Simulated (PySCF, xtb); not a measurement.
FH₃S₃Ti, SMILES [Ti]([SH])([SH])([SH])[F], multiplicity 1.

GFN2-xTB run with xtb 6.7.1 at its own geometry gives an orbital gap of 1.75 eV and a dipole moment of 1.54 D.

The structure is a stationary point at PBE0-D3(BJ)/def2-SVP. The multiplicity is an assumed one; no other spin state was optimised. The structure was generated by enumeration; whether it is a known compound was not checked. One conformer was computed; it need not be the lowest.

Question: What does PBE/def2-TZVP in PySCF give? (An estimate is asked for; the answer gives what the named calculation found.)

Answer: gap 2.82 eV (levels -6.67 and -3.85 eV), dipole 0.74 D.
